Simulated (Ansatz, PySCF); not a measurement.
System: C$_{4}$H$_{5}$S, net charge 0, doublet state. It need not be the lowest isomer of its formula. 
Coordinates optimised at B3LYP-D3(BJ)/def2-TZVP (Ansatz, a quantum-chemistry and plane-wave program):
SMILES: [C]1=CCSC1
```xyz
10

C     -1.4092     0.0065    -0.0855
C     -0.7269    -1.2904    -0.0767
C      0.5733    -1.4364    -0.0013
C      1.3213    -0.1259     0.0772
S      0.0303     1.1969     0.0320
H     -1.9639     0.1946    -1.0050
H     -2.0717     0.1500     0.7683
H      1.1038    -2.3796     0.0072
H      1.8944    -0.0412     1.0019
H      2.0019     0.0033    -0.7660
```
Charge 0, spin multiplicity 2.

Wanted: atomisation energy (electronic, to ground-state atoms), in kcal/mol. Correlated levels leave the core frozen unless marked. UHF or UKS for open shells. Spin-orbit coupling is left out. Non-relativistic. The coupled-cluster limit lacks core correlation, which all-electron functionals hold. CBS(X,Y): correlation extrapolated as X^-3; Hartree-Fock from the larger set. [CCSD(T)-MP2]/basis is that difference in the basis named.

```
level                          program  atomisation energy (kcal/mol)
----------------------  --------------  -----------------------------
HF/STO-3G                       Ansatz                          861.7
HF-D4/def2-TZVPD         PySCF + dftd4                          726.5
PBE-D3(BJ)/def2-TZVPD   Ansatz + dftd3                         1004.1
BLYP-D3(BJ)/def2-TZVPD  Ansatz + dftd3                          967.5
```

Task: What does RI-MP2/CBS(cc-pV(T+d)Z,cc-pV(Q+d)Z)+[CCSD(T)-MP2]/cc-pV(T+d)Z (Ansatz) give?

Result: 965.6 kcal/mol, so BLYP-D3(BJ)/def2-TZVPD differs from it by 1.9 kcal/mol.
